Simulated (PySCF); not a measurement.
Compound: PP3SOO nortricyclane, O2P4S.
Structure used (PBE0-D3(BJ)/def2-SVP), in Å, numbered top down from 1:
```
atom  x, y, z in Å
P1    -0.1166   -1.5372    0.2291
S2    -1.9146   -0.3971   -0.0844
P3    -0.9615    1.4688   -0.3206
P4     0.9749    0.7297   -1.2240
O5     0.7336   -0.9291   -1.0616
P6     0.8149    1.0966    1.0271
O7     0.5612   -0.5338    1.3659
```

Probes without a nucleus sit at each ring's centroid and 1 Å off its mean plane on both sides; NICS is minus the shielding there, NICSzz its component along the normal. Level: GIAO PBE0/pcSseg-1 (PySCF, non-relativistic, gas phase) on the PBE0-D3(BJ)/def2-SVP geometry, one conformer.

Ring bond lengths (Å), with Mayer bond orders in brackets: P1–S2 2.152 (0.97), S2–P3 2.109 (0.96), P3–P4 2.261 (0.86), P4–O5 1.684 (0.84), O5–P1 1.661 (0.90); P1–S2 2.152 (0.97), S2–P3 2.109 (0.96), P3–P6 2.261 (0.86), P6–O7 1.684 (0.84), O7–P1 1.661 (0.90); P3–P4 2.261 (0.86), P4–P6 2.286 (0.91), P6–P3 2.261 (0.86).

Task: What do the NICS probes read (ppm)?

Result: 
```
          ring                               type  NICS(0)  NICS(1), two faces  NICS(1)zz, two faces  rms pucker (Å)  centre to ring atoms, mean (Å)
P1–S2–P3–P4–O5  5-membered ring with O, 3 P and S    -25.2       -13.6 / -28.6         -24.9 / -35.2            0.29                            1.63
P1–S2–P3–P6–O7  5-membered ring with O, 3 P and S    -25.2       -13.6 / -28.5         -24.9 / -35.2            0.29                            1.63
      P3–P4–P6           3-membered ring with 3 P    -31.0       -11.9 / -25.8         -28.8 / -20.5            0.00                            1.31
```

Task: What do they say, and how far can they be read as aromaticity?

Result: 
- P1–S2–P3–P4–O5: mean NICS(1)zz -30.0 ppm, shielded. O7, outside the ring, lies 1.22 Å from a NICS(1) probe. The ring is puckered (0.29 Å rms). The two faces differ by 10.3 ppm, so no symmetry operation interchanges them.
- P1–S2–P3–P6–O7: mean NICS(1)zz -30.0 ppm, shielded. O5, outside the ring, lies 1.22 Å from a NICS(1) probe. The ring is puckered (0.29 Å rms). The two faces differ by 10.3 ppm, so no symmetry operation interchanges them.
- P3–P4–P6: mean NICS(1)zz -24.7 ppm, shielded. O5, outside the ring, lies 1.67 Å from a NICS(1) probe. The two faces differ by 8.3 ppm, so no symmetry operation interchanges them. NICS(0) lies 12 ppm below the mean NICS(1).

Task: At the first NICS(1) probe listed for ring P1–S2–P3–P4–O5, 1 Å off the ring, what do the in-plane components average?

Result: The isotropic value is a third of the trace: (3 × -13.6 − (-24.9))/2 = -7.9 ppm.

Task: List the ring angles and the Hirshfeld charges of the ring atoms.

Result: 
- P1–S2–P3–P4–O5: P1 96.9° (+0.297 e), S2 96.2° (-0.100 e), P3 98.2° (+0.011 e), P4 99.2° (+0.126 e), O5 120.6° (-0.230 e); sum 511.1° against 540° for a flat convex ring.
- P1–S2–P3–P6–O7: P1 96.9° (+0.297 e), S2 96.2° (-0.100 e), P3 98.2° (+0.011 e), P6 99.3° (+0.126 e), O7 120.6° (-0.230 e); sum 511.1° against 540° for a flat convex ring.
- P3–P4–P6: P3 60.7° (+0.011 e), P4 59.6° (+0.126 e), P6 59.6° (+0.126 e); sum 180.0° against 180° for a flat convex ring.

Task: How do the values depend on the level or the medium?

Result: 
```
                level  NICS(0), P1–S2–P3–P4–O5  mean NICS(1)zz, P1–S2–P3–P4–O5  NICS(0), P1–S2–P3–P6–O7  mean NICS(1)zz, P1–S2–P3–P6–O7  NICS(0), P3–P4–P6  mean NICS(1)zz, P3–P4–P6
   PBE0/pcSseg-1, gas                    -25.2                           -30.0                    -25.2                           -30.0              -31.0                     -24.7
wB97X-D/pcSseg-1, gas                    -23.8                           -28.4                    -23.8                           -28.4              -29.9                     -24.3
```

The geometry is the same throughout.

Hardware: Arm Neoverse V1, one thread, on a shared host. Cost: 19 s of wall time (grids of density and orbitals included), 0.93 GiB resident at most. This is the whole shielding run at PBE0/pcSseg-1, SCF included.
